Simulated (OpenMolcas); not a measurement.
# OpenMolcas run: Cr3+

Cr3+ with 6 ligands (water) in octahedral coordination (Th) at 1.98 Å. Ligand basis ANO-RCC-VDZP.

Input:

```
&GATEWAY
Coord
19

Cr 0.0 0.0 0.0
O 1.980000 0.000000 0.000000
H 2.556978 0.779741 0.000000
H 2.556978 -0.779741 0.000000
O 0.000000 1.980000 0.000000
H 0.000000 2.556978 0.779741
H 0.000000 2.556978 -0.779741
O -1.980000 0.000000 0.000000
H -2.556978 0.779741 0.000000
H -2.556978 -0.779741 0.000000
O 0.000000 -1.980000 0.000000
H 0.000000 -2.556978 0.779741
H 0.000000 -2.556978 -0.779741
O 0.000000 0.000000 1.980000
H 0.779741 0.000000 2.556978
H -0.779741 0.000000 2.556978
O 0.000000 0.000000 -1.980000
H 0.779741 0.000000 -2.556978
H -0.779741 0.000000 -2.556978
Basis=Cr.ANO-RCC-VDZP,H.ANO-RCC-VDZP,O.ANO-RCC-VDZP
Group=XYZ
NoMove
AngMom=0.0 0.0 0.0
AMFI
RICD
&SEWARD
* reference wave functions (RASSCF and RASSI steps not shown): 3 electrons in 5 orbitals (3d)
>>> COPY JOB001 $Project.JobIph
&CASPT2
Multistate=10 1 2 3 4 5 6 7 8 9 10
NoMult
Frozen=5 6
IPEA=0.25
Imaginary=0.1
MaxIter=60
WThr=0.0 0.3 0.05
PrWF=0.5
NoMix
>>> COPY JOB002 $Project.JobIph
&CASPT2
Multistate=40 1 2 3 4 5 6 7 8 9 10 11 12 13 14 15 16 17 18 19 20 21 22
23 24 25 26 27 28 29 30 31 32 33 34 35 36 37 38 39 40
NoMult
Frozen=5 6
IPEA=0.25
Imaginary=0.1
MaxIter=60
WThr=0.0 0.3 0.05
PrWF=0.5
NoMix
```

Launched by
```bash
OMP_NUM_THREADS=1 MOLCAS_MEM=2457 MOLCAS_PROJECT=a pymolcas a.inp > a.log  # once for each step of the input, in one work folder
```

Output, cut to the results:

```
--- CASPT2 ---
Orbital specifications:
      -----------------------

      Symmetry species                           1   2
                                                ag  au
      Frozen orbitals                            5   6
      Inactive orbitals                         13  15
      Active orbitals                            5   0
      Secondary orbitals                        64  70
      Deleted orbitals                           0   0
      Number of basis functions                 87  91
Type of calculation                        SS-CASPT2
      Fock operator                              state-specific
      IPEA shift                                 0.25
      Real shift                                 0.00
      Imaginary shift                            0.10
      The input orbitals will be transformed to quasi-canonical
Reference energy:       -1505.3707541610
      E2 (Non-variational):      -1.6293188016
      Shift correction:          -0.0012209072
      E2 (Variational):          -1.6305397088
      Total energy:           -1507.0012938698
      Residual norm:              0.0000002786
      Reference weight:           0.71039
      Contributions to the CASPT2 correlation energy
      Active & Virtual Only:         -0.0179480037
      One Inactive Excited:          -0.1578252013
      Two Inactive Excited:          -1.4535455967
Reference energy:       -1505.3022014216
      E2 (Non-variational):      -1.6246584645
      Shift correction:          -0.0012218677
      E2 (Variational):          -1.6258803322
      Total energy:           -1506.9280817538
      Residual norm:              0.0000007803
      Reference weight:           0.71106
      Contributions to the CASPT2 correlation energy
      Active & Virtual Only:         -0.0175215350
      One Inactive Excited:          -0.1620017177
      Two Inactive Excited:          -1.4451352118
::    CASPT2 Root  1     Total energy:  -1507.00129387
::    CASPT2 Root  2     Total energy:  -1506.92808175
::    CASPT2 Root  3     Total energy:  -1506.92782342
::    CASPT2 Root  4     Total energy:  -1506.92541725
::    CASPT2 Root  5     Total energy:  -1506.89290108
::    CASPT2 Root  6     Total energy:  -1506.89199080
::    CASPT2 Root  7     Total energy:  -1506.89197926
::    CASPT2 Root  8     Total energy:  -1506.83146638
::    CASPT2 Root  9     Total energy:  -1506.83096860
::    CASPT2 Root 10     Total energy:  -1506.83071520
--- CASPT2 ---
Orbital specifications:
      -----------------------

      Symmetry species                           1   2
                                                ag  au
      Frozen orbitals                            5   6
      Inactive orbitals                         13  15
      Active orbitals                            5   0
      Secondary orbitals                        64  70
      Deleted orbitals                           0   0
      Number of basis functions                 87  91
Type of calculation                        SS-CASPT2
      Fock operator                              state-specific
      IPEA shift                                 0.25
      Real shift                                 0.00
      Imaginary shift                            0.10
      The input orbitals will be transformed to quasi-canonical
Reference energy:       -1505.2826354598
      E2 (Non-variational):      -1.6475586512
      Shift correction:          -0.0012516549
      E2 (Variational):          -1.6488103061
      Total energy:           -1506.9314457659
      Residual norm:              0.0000002344
      Reference weight:           0.70712
      Contributions to the CASPT2 correlation energy
      Active & Virtual Only:         -0.0227843226
      One Inactive Excited:          -0.1646060211
      Two Inactive Excited:          -1.4601683075
Reference energy:       -1505.2826354598
      E2 (Non-variational):      -1.6477883176
      Shift correction:          -0.0012520238
      E2 (Variational):          -1.6490403414
      Total energy:           -1506.9316758012
      Residual norm:              0.0000002445
      Reference weight:           0.70707
      Contributions to the CASPT2 correlation energy
      Active & Virtual Only:         -0.0227849813
      One Inactive Excited:          -0.1648345739
      Two Inactive Excited:          -1.4601687624
::    CASPT2 Root  1     Total energy:  -1506.93144577
::    CASPT2 Root  2     Total energy:  -1506.93167580
::    CASPT2 Root  3     Total energy:  -1506.92694320
::    CASPT2 Root  4     Total energy:  -1506.92709523
::    CASPT2 Root  5     Total energy:  -1506.92710729
::    CASPT2 Root  6     Total energy:  -1506.89901656
::    CASPT2 Root  7     Total energy:  -1506.89903488
::    CASPT2 Root  8     Total energy:  -1506.89905136
::    CASPT2 Root  9     Total energy:  -1506.87289255
::    CASPT2 Root 10     Total energy:  -1506.85757176
::    CASPT2 Root 11     Total energy:  -1506.85739014
::    CASPT2 Root 12     Total energy:  -1506.85574665
::    CASPT2 Root 13     Total energy:  -1506.85190099
::    CASPT2 Root 14     Total energy:  -1506.85184611
::    CASPT2 Root 15     Total energy:  -1506.85180515
::    CASPT2 Root 16     Total energy:  -1506.84838905
::    CASPT2 Root 17     Total energy:  -1506.84825299
::    CASPT2 Root 18     Total energy:  -1506.82931539
::    CASPT2 Root 19     Total energy:  -1506.82884165
::    CASPT2 Root 20     Total energy:  -1506.82941016
::    CASPT2 Root 21     Total energy:  -1506.79491855
::    CASPT2 Root 22     Total energy:  -1506.79553188
::    CASPT2 Root 23     Total energy:  -1506.79549477
::    CASPT2 Root 24     Total energy:  -1506.77428906
::    CASPT2 Root 25     Total energy:  -1506.77426598
::    CASPT2 Root 26     Total energy:  -1506.77443167
::    CASPT2 Root 27     Total energy:  -1506.79367013
::    CASPT2 Root 28     Total energy:  -1506.77585119
::    CASPT2 Root 29     Total energy:  -1506.77556869
...
```

Spin-orbit levels above the lowest (labels of O, taken over from Oh, the nearest higher group), with the averaged single-state CASPT2 energies on the diagonal:

```tsv
E (cm-1)	Degeneracy	Label	2S+1	g
0	4	Γ8	4	
15210	4	Γ8	2	
16150	4	Γ8	2 (61 %)	
16170	2	Γ6	4 (52 %)	0.86 0.86 0.86
16180	2	Γ7	4	2.89 2.89 2.89
16280	4	Γ8	4 (81 %)	
16500	4	Γ8	4 (72 %)	
16560	2	Γ6	2 (51 %)	0.89 0.89 0.89
22390	4	Γ8	2	
22490	2	Γ7	2	1.53 1.53 1.53
23850	4	Γ8	4	
23880	2	Γ7	4	1.44 1.44 1.44
24040	4	Γ8	4	
24120	2	Γ6	4	3.86 3.86 3.86
28220	2	Γ6	2	2.15 2.15 2.15
31660	2	Γ7	2	0.28 0.28 0.28
31720	4	Γ8	2	
32630	2	Γ6	2	0.40 0.40 0.40
32880	4	Γ8	2	
33590	4	Γ8	2
```

Roots that are degenerate in the reference are averaged as groups; the widest CASPT2 spread within a group is 580 cm-1 (the 3-fold group of multiplicity 4 near 16300 cm-1 above the lowest state of its run). Shifts and gaps below about the spread of the groups concerned are not significant. Over all roots computed the reference weight is 0.70 to 0.71; a low but even weight reflects the number of correlated electrons. Ligand-to-metal charge-transfer states are missing. With no ligand orbital active B as a rule stays too high, so bands that hang on it stand too high and its fall with covalency is understated. With one d shell and no ligand orbital active, 10Dq can be off by a tenth or more. No measured value stands beside these numbers; the geometry is a model, was not optimised and need not be the one that this ion takes.

The CASPT2 steps took 5 min on 1 thread of Arm Neoverse V2, with other jobs on the host; the integral step is not counted.
